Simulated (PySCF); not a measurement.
C₂H₆BF₂N, SMILES NB(CF)CF. Atoms are numbered in the order given.

```xyz
12

N      0.0000     0.0000    -1.3784
B      0.0000     0.0000     0.0064
C     -1.3822     0.0000     0.7860
F     -2.4631     0.0000    -0.0980
C      1.3822     0.0000     0.7860
F      2.4631     0.0000    -0.0980
H     -0.8602     0.0000    -1.9150
H      0.8602     0.0000    -1.9150
H     -1.4718    -0.8855     1.4447
H     -1.4718     0.8855     1.4447
H      1.4718     0.8855     1.4447
H      1.4718    -0.8855     1.4447
```
Charge 0, spin multiplicity 1.

Geometry optimised at B3LYP-D3(BJ)/def2-SVP. The structure was generated by enumeration, and PubChem lists no compound with its InChIKey, so it may never have been made. Other conformers were not sampled.

The numbers are results of PBE0/pcSseg-1 run with PySCF, not measurements.

GIAO shieldings, no solvent; atoms alike by connectivity are averaged. δ = σ(ref) − σ: ¹⁵N against NH3 (σ = 267.4 ppm); ¹¹B against BF3 (σ = 88.8 ppm); ¹³C against TMS (σ = 186.3 ppm); ¹⁹F against CFCl3 (σ = 167.2 ppm); ¹H against TMS (σ = 31.56 ppm), references at their B3LYP-D3(BJ)/def2-TZVP geometries, non-relativistic.

```csv
nucleus,atoms,count,δ (ppm)
¹⁵N,N1,1,107.7
¹¹B,B2,1,30.8
¹³C,"C3, C5",2,81.1
¹⁹F,"F4, F6",2,-313.3
¹H,"H7, H8",2,5.01
¹H,"H9, H10, H11, H12",4,4.77
```
